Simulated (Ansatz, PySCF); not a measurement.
H₃BO₃, charge +1, doublet, at a GFN2-xTB geometry (a state made from the parent by changing its charge; the spin is typed, not shown lowest). Base run: CCSD(T)/STO-3G (PySCF).

Here is a job for PySCF.
```python
from pyscf import gto, scf, cc

mol = gto.Mole()
mol.atom = '''
    O    -1.093087   -0.883235   -0.086857
    B    -0.082373   -0.066011    0.006773
    O    -0.132182    1.299402    0.034956
    O     1.238337   -0.405668    0.110225
    H    -2.027063   -0.674409   -0.203885
    H     0.620307    1.875511    0.237997
    H     1.714082   -0.955043   -0.534566
'''
mol.basis = 'sto-3g'
mol.charge = 1
mol.spin = 1
mol.verbose = 4
mol.build()

mf = scf.UHF(mol)
mf.kernel()

mycc = cc.CCSD(mf)
mycc.kernel()
et = mycc.ccsd_t()
print('E(CCSD(T)) = %.10f' % (mycc.e_tot + et))
```

The same geometry, method and basis name were run in Ansatz (a quantum-chemistry and plane-wave program) and PySCF, at each program's defaults and at the settings that a row names. The base is PySCF at its defaults. Differences at the defaults can come from grids, fitting, cores and function types together. The rows with settings made alike still differ; the cause (another SCF solution, basis table, core potential or functional code) wasn't traced.

| code and settings | ΔE vs base (mEh) | basis functions | E (Eh) | SCF cycles | outcome |
|---|---|---|---|---|---|
| PySCF, defaults (exact integrals, spherical functions, all electrons correlated) | 0.000 | 23 | -247.69355 | 21 | converged |
| Ansatz, defaults (factorised integrals, spherical functions, frozen core) | 1.676 | 23 | -247.69187 | - | another SCF solution |
| PySCF, frozen core | 0.891 | 23 | -247.69266 | 21 | converged |
| Ansatz, high accuracy, frozen core | 1.669 | 23 | -247.69188 | - | another SCF solution |

A guess, shift, damping, solver or small numerical setting can't move a converged solution much, so rows marked as another SCF solution ended in a different state.

Open shells are given as the SCF converged; they aren't shown to be the lowest states, and a large step between rows can be another state.

Ansatz warned in this series: the state or the total is in doubt.
